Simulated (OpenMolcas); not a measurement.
# Co2+, Rh2+, Ir2+: d⁷ down the group

```yaml
Program: OpenMolcas
Method: SS-CASPT2, IPEA 0.25 Eh, imaginary shift 0.1 Eh
Basis: ANO-RCC-VTZP
Scalar_Hamiltonian: DKH2, point nucleus
Spin-orbit_coupling: RASSI with atomic mean-field integrals over the reference wave functions, term energies averaged over their components
```

Active space for each ion: 7 electrons in 6 orbitals (d s); closed shells correlated by CASPT2: Co2+ 3s 3p; Rh2+ 4s 4p; Ir2+ 5s 5p.

Computed levels in cm-1 above ⁴F_9/2:

```
                               Level   Co2+   Rh2+   Ir2+
                              ⁴F_7/2    939   2220   8010
                              ⁴P_5/2  15170  11260  12110
                              ⁴P_1/2  15860  12740  16090
                              ²G_9/2  15870  13270  16380
                              ²G_7/2  16740  15370  20930
                              ²P_1/2  19580  18300  27800
                             ²H_11/2  21940  18130  22100
                           ²D_5/2(1)  22070  18580  23910
                              ²H_9/2  22720  20280  29990
weight of ⁴F in the lowest level (%)    100     98     84
```

Mixed levels, with the weight of the term that names them: Ir2+ ⁴P_5/2 (60 %), Ir2+ ⁴P_1/2 (74 %), Ir2+ ²G_9/2 (56 %), Ir2+ ²G_7/2 (70 %), Ir2+ ²P_1/2 (63 %), Ir2+ ²D_5/2(1) (68 %), Ir2+ ²H_9/2 (74 %).

Measured, with the error of the calculation in %. Measured levels: Co2+ from Sugar and Corliss, J. Phys. Chem. Ref. Data 10, 1097 (1981); Rh2+ from the list in Shadmi, J. Res. Natl. Bur. Stand. 70A, 435 (1966).

| Level | Co2+ | Rh2+ |
| --- | --- | --- |
| ⁴F_7/2 | 841 (+11.6) | 2148 (+3.5) |
| ⁴P_5/2 | 15202 (-0.2) | 11062 (+1.8) |
| ⁴P_1/2 | 15811 (+0.3) |  |
| ²G_9/2 | 16978 (-6.5) |  |
| ²G_7/2 | 17766 (-5.8) |  |
| ²H_11/2 | 22720 (-3.4) |  |
| ²D_5/2(1) | 23059 (-4.3) |  |
| ²H_9/2 | 23434 (-3.1) |  |

The fine-structure level ⁴F_7/2 changes by a factor of 8.53 from Co2+ to Ir2+.

Without spin-orbit coupling ⁴P lies 14550, 9840, 6640 cm-1 above ⁴F in that order; the difference to the level ⁴P_5/2, of either sign, comes from spin-orbit coupling, which also lowers the zero.

CASPT2 breaks the degeneracy within a term, and the mean is taken; among the terms shown or strongly mixed into the levels shown the widest spread is 610 cm-1 (3d⁷ ⁴F, Co2+). Some high roots are left out of the spin-orbit mixing, which shifts the levels that they would mix with. Computed and measured levels are paired by configuration, term and J; levels that our copy of the source lacks, or whose pairing is in doubt (as where it misses far off the trend of its configuration), stay unpaired and out of the deviations. Only configurations of the active space appear.

A number in round brackets counts repeated terms of one configuration in the order of the reference energies.
